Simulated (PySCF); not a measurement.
C$_{7}$H$_{15}$, doublet, geometry from GFN2-xTB; HSE06/STO-3G in PySCF.

Here is a job for PySCF.
```python
from pyscf import gto, scf, dft

mol = gto.Mole()
mol.atom = '''
    C    -3.79960200    0.59362564    0.17025219
    C    -2.63710761   -0.30239899    0.24571129
    C    -1.30646791    0.45745751    0.01330876
    C    -0.10284843   -0.47579306    0.09242423
    C     1.21013348    0.27000167   -0.13618399
    C     2.41919583   -0.65937307   -0.05815621
    C     3.72585021    0.09031963   -0.28700034
    H    -4.10658725    1.15965248    1.02828649
    H    -4.23791651    0.83713884   -0.77813112
    H    -2.70957675   -1.08536757   -0.51386921
    H    -2.58275255   -0.77391729    1.23058190
    H    -1.21309436    1.24403298    0.76466387
    H    -1.33906876    0.93466961   -0.96809833
    H    -0.20528774   -1.26411589   -0.65732188
    H    -0.07940277   -0.95497214    1.07421017
    H     1.31303744    1.05841198    0.61327833
    H     1.18718533    0.74934894   -1.11780174
    H     2.31696880   -1.44747700   -0.80776773
    H     2.44282725   -1.13839836    0.92339967
    H     4.57318442   -0.58881017   -0.22735253
    H     3.72984096    0.55881790   -1.26883953
    H     3.85572110    0.86794977    0.46262601
'''
mol.basis = 'sto-3g'
mol.spin = 1
mol.verbose = 5
mol.build()

mf = dft.UKS(mol)
mf.xc = 'hse06'
mf.kernel()
```

Question: Predict the main parts of the log of this PySCF run.

Answer: 
```
PySCF version 2.14.0

[INPUT] verbose = 5
[INPUT] max_memory = 4000
[INPUT] num. atoms = 22
[INPUT] num. electrons = 57
[INPUT] charge = 0
[INPUT] spin (= nelec alpha-beta = 2S) = 1
[INPUT] symmetry False subgroup None
[INPUT] Mole.unit = angstrom
[INPUT] Symbol           X                Y                Z      unit          X                Y                Z       unit  Magmom
[...]
[INPUT] ---------------- BASIS SET ----------------
[INPUT] l, kappa, [nprim/nctr], expnt,             c_1 c_2 ...
[INPUT] C
[...]
                                13.045096         0.53532814
                                3.5305122         0.44463454
[...]
                                0.6834831         0.39951283
                                0.2222899         0.70011547
[...]
                                0.6834831         0.60768372
                                0.2222899         0.39195739
[INPUT] H
[...]
                                0.62391373        0.53532814
                                0.1688554         0.44463454

nuclear repulsion = 299.757493340493
number of shells = 36
number of NR pGTOs = 150
number of NR cGTOs = 50
basis = sto-3g
ecp = {}

******** <class 'pyscf.dft.uks.UKS'> ********
method = UKS
initial guess = minao
damping factor = 0
level_shift factor = 0
DIIS = <class 'pyscf.scf.diis.CDIIS'>
diis_start_cycle = 1
diis_space = 8
diis_damp = 0
SCF conv_tol = 1e-09
SCF conv_tol_grad = None
SCF max_cycles = 50
direct_scf = True
direct_scf_tol = 1e-13
number electrons alpha = 29  beta = 28
XC library pyscf.dft.libxc version 7.1.2
    S. Lehtola, C. Steigemann, M. J. T. Oliveira, and M. A. L. Marques,  SoftwareX 7, 1–5 (2018)
XC functionals = hse06
    J. Heyd, G. E. Scuseria, and M. Ernzerhof,  J. Chem. Phys. 118, 8207 (2003)
    J. Heyd, G. E. Scuseria, and M. Ernzerhof,  J. Chem. Phys. 124, 219906 (2006)
    A. V. Krukau, O. A. Vydrov, A. F. Izmaylov, and G. E. Scuseria,  J. Chem. Phys. 125, 224106 (2006)
radial grids:
    Treutler-Ahlrichs [JCP 102, 346 (1995); DOI:10.1063/1.469408] (M4) radial grids

becke partition: Becke, JCP 88, 2547 (1988); DOI:10.1063/1.454033
pruning grids: <function nwchem_prune>
grids dens level: 3
symmetrized grids: False
atomic radii adjust function: <function treutler_atomic_radii_adjust>
small_rho_cutoff = 0
Set gradient conv threshold to 3.16228e-05
atom C rad-grids = 75, ang-grids = [ 50  50  50  50  50  50  50  50  50  50  50  50  50  50  50  50  50  50
  50  50  50  50  86  86  86  86  86  86  86  86  86  86 266 266 266 266
 266 266 302 302 302 302 302 302 302 302 302 302 302 302 302 302 302 302
 302 302 302 302 266 266 266 266 266 266 266 266 266 266 266 266 266 266
 266 266 266]
atom H rad-grids = 50, ang-grids = [ 50  50  50  50  50  50  50  50  50  50  50  50  50  50  50  86  86  86
  86 266 266 266 266 266 302 302 302 302 302 302 302 302 302 302 302 302
 302 266 266 266 266 266 266 266 266 266 266 266 266 266]
tot_boxes 3887, boxes in each direction [21 11 11]
Padding 6 grids
tot grids = 245952
nelec by numeric integration = [28.33481461 28.33481461]
E1 = -955.1714477604974  E2 = 382.91694270844647  Ecoul = 426.4686610913349  Exc = -43.55171838288843
init E= -272.497011711558
cond(S) = 13.48873615516046

  alpha mo_energy =
[-10.11153176 -10.11046483 -10.10914771 -10.10865504 -10.10739465
 -10.10663459 -10.07767812  -0.96171232  -0.91474404  -0.84716387
  -0.76223199  -0.68078817  -0.65346236  -0.63952068  -0.53860017
  -0.50567029  -0.47532304  -0.46237405  -0.46167911  -0.41960285
  -0.41258675  -0.41136667  -0.37379645  -0.37159718  -0.35545534
  -0.34962346  -0.34577946  -0.34167131  -0.1285492    0.23739111
   0.26714936   0.28519435   0.30104639   0.30255198   0.32619833
   0.33801587   0.33845517   0.36628995   0.37837186   0.38005695
   0.39401799   0.39863765   0.40562969   0.41425677   0.42220361
   0.42517918   0.43544573   0.45263858   0.46354556   0.51393122]
  beta  mo_energy =
[-10.11153176 -10.11046483 -10.10914771 -10.10865504 -10.10739465
 -10.10663459 -10.07767812  -0.96171232  -0.91474404  -0.84716387
  -0.76223199  -0.68078817  -0.65346236  -0.63952068  -0.53860017
  -0.50567029  -0.47532304  -0.46237405  -0.46167911  -0.41960285
  -0.41258675  -0.41136667  -0.37379645  -0.37159718  -0.35545534
  -0.34962346  -0.34577946  -0.34167131  -0.1285492    0.23739111
   0.26714936   0.28519435   0.30104639   0.30255198   0.32619833
   0.33801587   0.33845517   0.36628995   0.37837186   0.38005695
   0.39401799   0.39863765   0.40562969   0.41425677   0.42220361
   0.42517918   0.43544573   0.45263858   0.46354556   0.51393122]
multiplicity <S^2> = 0.75  2S+1 = 2
nelec by numeric integration = [29.00001333 28.00001364]
E1 = -962.080017855172  E2 = 390.1931135898468  Ecoul = 433.69802075668616  Exc = -43.50490716683939
cycle= 1 E= -272.129410924832  delta_E= 0.368  |g|= 0.172  |ddm|= 3.88
  alpha mo_energy =
[-9.99297358 -9.98639583 -9.98061008 -9.97726162 -9.97333096 -9.9582738
 -9.92425066 -0.75597535 -0.72460894 -0.6744059  -0.61094384 -0.55011296
 -0.52866579 -0.52203287 -0.43468039 -0.40852253 -0.36975053 -0.36933189
 -0.3523464  -0.32587307 -0.32339754 -0.30379435 -0.29028378 -0.27949989
 -0.27136834 -0.26411799 -0.25675428 -0.23016901 -0.08882265  0.38089607
  0.3840675   0.41530942  0.43615801  0.44490738  0.45508531  0.45900156
  0.46368709  0.4932625   0.50212694  0.50517632  0.52112657  0.53005776
  0.54226572  0.55090823  0.55586145  0.56398206  0.57114759  0.59504265
  0.59536026  0.63487651]
  beta  mo_energy =
[-9.99289369 -9.98472867 -9.98057032 -9.9770548  -9.97324414 -9.95826283
 -9.91014917 -0.75293956 -0.71900962 -0.66613153 -0.60019762 -0.53963553
 -0.52735206 -0.51065823 -0.43314705 -0.40584051 -0.36799223 -0.36624561
 -0.34765038 -0.32256348 -0.31582354 -0.29736141 -0.28770517 -0.27571823
 -0.26949066 -0.2638793  -0.25556599 -0.223594    0.10337017  0.38521642
  0.38543224  0.41749371  0.44129608  0.45196911  0.45737094  0.4654749
[...]
  beta  mo_energy =
[-10.03667944 -10.03194135 -10.03060597 -10.02976393 -10.02879915
 -10.02342902  -9.97522066  -0.77933596  -0.74483268  -0.69172536
  -0.62367062  -0.55948523  -0.54480968  -0.52732946  -0.45139912
  -0.42414837  -0.39117869  -0.38456474  -0.37508174  -0.34034758
  -0.33852543  -0.32793208  -0.30395064  -0.29827198  -0.28399951
  -0.27879439  -0.27838765  -0.25720553   0.07971163   0.35733461
   0.36890064   0.40105289   0.40851726   0.4243756    0.43981242
   0.44134429   0.46156871   0.48475395   0.48501914   0.48953367
   0.50592516   0.51282811   0.52200333   0.53188613   0.53394702
   0.53829075   0.54446194   0.57276891   0.57617941   0.62301782]
multiplicity <S^2> = 0.75469647  2S+1 = 2.004691
nelec by numeric integration = [29.00001413 28.00001463]
E1 = -960.4237093048233  E2 = 388.5145375697031  Ecoul = 431.93757598899754  Exc = -43.423038419294436
cycle= 7 E= -272.151678394627  delta_E= -6.08e-08  |g|= 9.39e-05  |ddm|= 0.00052
  alpha mo_energy =
[-10.03531509 -10.03202779 -10.03191889 -10.03003503 -10.02885089
 -10.02342504  -9.99319519  -0.78172582  -0.75088175  -0.70106259
  -0.63579533  -0.57114254  -0.54544224  -0.53948612  -0.45262981
  -0.42690041  -0.39247666  -0.3880821   -0.3793865   -0.34502605
  -0.34331779  -0.33358116  -0.30570468  -0.3014571   -0.2851277
  -0.27997923  -0.27866758  -0.26304866  -0.12922274   0.3531176
   0.3682384    0.39946473   0.40618864   0.41811023   0.43315607
   0.43794789   0.44379607   0.47191778   0.48307881   0.4877927
   0.5042119    0.51121113   0.52003737   0.53027403   0.5329699
   0.53702946   0.54413041   0.56235149   0.57157599   0.61224508]
  beta  mo_energy =
[-10.03669825 -10.0320045  -10.03058976 -10.02975625 -10.02877978
 -10.02342099  -9.97520275  -0.77933686  -0.74483608  -0.69172864
  -0.62366829  -0.55948784  -0.54481012  -0.52732981  -0.45139901
  -0.4241514   -0.39118068  -0.38456725  -0.37508124  -0.34034153
  -0.33852202  -0.32793768  -0.30395553  -0.29827277  -0.28400037
  -0.27879543  -0.27838747  -0.2572082    0.07971166   0.3573325
   0.36890084   0.40105127   0.40851737   0.42437249   0.43980993
   0.44134203   0.46156617   0.48476178   0.48502195   0.48953182
   0.50592191   0.51282723   0.52200825   0.53188297   0.53394574
   0.53828828   0.54445444   0.57276494   0.57618323   0.62301768]
multiplicity <S^2> = 0.7547017  2S+1 = 2.0046962
nelec by numeric integration = [29.00001413 28.00001463]
E1 = -960.4237664660661  E2 = 388.5145947235904  Ecoul = 431.9376357459022  Exc = -43.42304102231178
cycle= 8 E= -272.151678401982  delta_E= -7.36e-09  |g|= 1.78e-05  |ddm|= 0.000166
  alpha mo_energy =
[-10.03530965 -10.03202724 -10.03192551 -10.03003221 -10.02885344
 -10.02342547  -9.993195    -0.78172654  -0.75088174  -0.70106159
  -0.63579659  -0.57114183  -0.54544316  -0.539486    -0.45263048
  -0.42690019  -0.39247702  -0.38808181  -0.37938697  -0.3450271
  -0.34331984  -0.33358021  -0.30570377  -0.30145808  -0.28512885
  -0.27997986  -0.2786685   -0.26304873  -0.12922126   0.35311712
   0.36823752   0.39946436   0.40618777   0.41811032   0.43315569
   0.4379484    0.44379697   0.47191587   0.48307601   0.48779207
   0.50421295   0.51121123   0.52003553   0.5302736    0.53296893
   0.53702877   0.54413125   0.56235218   0.57157574   0.61224658]
  beta  mo_energy =
[-10.03669524 -10.03200378 -10.03059209 -10.02975692 -10.02878211
 -10.02342141  -9.97520327  -0.77933752  -0.74483696  -0.69172872
  -0.62366906  -0.55948813  -0.54481082  -0.52732984  -0.45139971
  -0.42415155  -0.39118091  -0.38456695  -0.375082    -0.34034366
  -0.33852251  -0.32793738  -0.30395439  -0.29827356  -0.28400047
  -0.27879617  -0.27838814  -0.25720868   0.07971081   0.35733172
   0.36890046   0.40105182   0.40851669   0.42437173   0.43981094
   0.44134198   0.46156544   0.48475931   0.4850201    0.48953199
   0.50592386   0.51282755   0.52200602   0.53188264   0.53394482
   0.5382881    0.54445548   0.57276455   0.5761826    0.62301744]
multiplicity <S^2> = 0.75470273  2S+1 = 2.0046972
nelec by numeric integration = [29.00001413 28.00001463]
E1 = -960.4237671287638  E2 = 388.5145953856903  Ecoul = 431.93763591800376  Exc = -43.42304053231345
cycle= 9 E= -272.15167840258  delta_E= -5.98e-10  |g|= 5.93e-06  |ddm|= 5.7e-05
  alpha mo_energy =
[-10.0353122  -10.03202422 -10.03192142 -10.03003507 -10.02885298
 -10.02342612  -9.99319482  -0.78172628  -0.75088127  -0.70106175
  -0.63579609  -0.57114186  -0.54544298  -0.53948578  -0.45263031
  -0.4269      -0.39247695  -0.38808184  -0.3793868   -0.34502687
  -0.34331904  -0.33358013  -0.30570433  -0.30145766  -0.28512858
  -0.27997964  -0.2786683   -0.26304848  -0.12922132   0.35311743
   0.36823764   0.39946434   0.40618805   0.41811073   0.43315613
   0.43794797   0.44379672   0.4719167    0.48307703   0.48779224
   0.50421208   0.51121083   0.52003641   0.53027375   0.53296935
   0.53702912   0.54413087   0.5623525    0.571576     0.61224661]
  beta  mo_energy =
[-10.03669845 -10.03200078 -10.03059032 -10.02975699 -10.02878171
 -10.02342206  -9.97520313  -0.77933728  -0.74483659  -0.6917292
  -0.6236686   -0.55948781  -0.54481061  -0.52732994  -0.45139954
  -0.4241514   -0.39118087  -0.38456714  -0.37508176  -0.3403427
  -0.33852257  -0.32793742  -0.3039548   -0.29827321  -0.28400009
  -0.27879596  -0.27838792  -0.25720851   0.07971123   0.35733194
   0.36890061   0.40105192   0.40851704   0.42437225   0.43981052
   0.44134184   0.46156556   0.48476036   0.48502107   0.48953214
   0.50592307   0.51282714   0.52200692   0.53188295   0.5339454
   0.53828831   0.54445512   0.57276482   0.57618225   0.62301715]
multiplicity <S^2> = 0.75470284  2S+1 = 2.0046973
nelec by numeric integration = [29.00001413 28.00001463]
E1 = -960.4237595824229  E2 = 388.51458783937005  Ecoul = 431.93762819063403  Exc = -43.42304035126398
Extra cycle  E= -272.15167840256  delta_E= 2.06e-11  |g|= 4.21e-06  |ddm|= 1.45e-05
converged SCF energy = -272.15167840256  <S^2> = 0.75470284  2S+1 = 2.0046973
```
